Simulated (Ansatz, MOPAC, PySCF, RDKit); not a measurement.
CH4 (SMILES C) and HI (SMILES I) are pulled apart as rigid monomers along the line of their centres of mass, from the B3LYP-D3(BJ)/def2-TZVP minimum. Starting geometry (charge 0, multiplicity 1):
```xyz
7

C     -0.1406    -0.0624    -0.1220
H     -0.9665     0.4336     0.3869
H     -0.2462     0.0772    -1.1969
H      0.8051     0.3694     0.2042
H     -0.1561    -1.1282     0.1040
I      0.2620    -0.6072     4.1568
H      0.1332    -0.4224     2.5576
```

Interaction energies with rigid monomers; basis-set methods are counterpoise corrected unless marked otherwise.

Rows in STO-3G carry no dispersion term and start afresh at each structure; the Pople sets are all-electron and without relativity. The state that PM3 reach isn't checked.

Codes used: Ansatz (a program for electronic structure) with Gaussian orbitals; MOPAC for PM3 (differences of heats of formation); PySCF for STO-3G rows; RDKit for the force fields.  In def2 rows elements past Kr take small-core potentials, without spin–orbit coupling.

```json
[
 {"C1···H7 (Å)": "2.45", "UFF (kcal/mol)": "2.15", "PM3 (kcal/mol)": "-1.28", "HF/STO-3G (no counterpoise) (kcal/mol)": "1.68", "r2SCAN/def2-TZVPPD (kcal/mol)": "-0.37", "PBE0/def2-TZVPPD (kcal/mol)": "-0.06"},
 {"C1···H7 (Å)": "2.72", "UFF (kcal/mol)": "-0.15", "PM3 (kcal/mol)": "-1.11", "HF/STO-3G (no counterpoise) (kcal/mol)": "0.49", "r2SCAN/def2-TZVPPD (kcal/mol)": "-0.60", "PBE0/def2-TZVPPD (kcal/mol)": "-0.39"},
 {"C1···H7 (Å)": "3.13", "UFF (kcal/mol)": "-0.51", "PM3 (kcal/mol)": "-0.44", "HF/STO-3G (no counterpoise) (kcal/mol)": "0.01", "r2SCAN/def2-TZVPPD (kcal/mol)": "-0.45", "PBE0/def2-TZVPPD (kcal/mol)": "-0.38"},
 {"C1···H7 (Å)": "3.80", "UFF (kcal/mol)": "-0.27", "PM3 (kcal/mol)": "-0.06", "HF/STO-3G (no counterpoise) (kcal/mol)": "-0.05", "r2SCAN/def2-TZVPPD (kcal/mol)": "-0.18", "PBE0/def2-TZVPPD (kcal/mol)": "-0.18"},
 {"C1···H7 (Å)": "4.89", "UFF (kcal/mol)": "-0.08", "PM3 (kcal/mol)": "0.00", "HF/STO-3G (no counterpoise) (kcal/mol)": "-0.02", "r2SCAN/def2-TZVPPD (kcal/mol)": "[?]", "PBE0/def2-TZVPPD (kcal/mol)": "[?]"}
]
```

Problem. Fill in the missing entries.

Solution. 
- 4.89, r2SCAN/def2-TZVPPD (kcal/mol): -0.04
- 4.89, PBE0/def2-TZVPPD (kcal/mol): -0.04
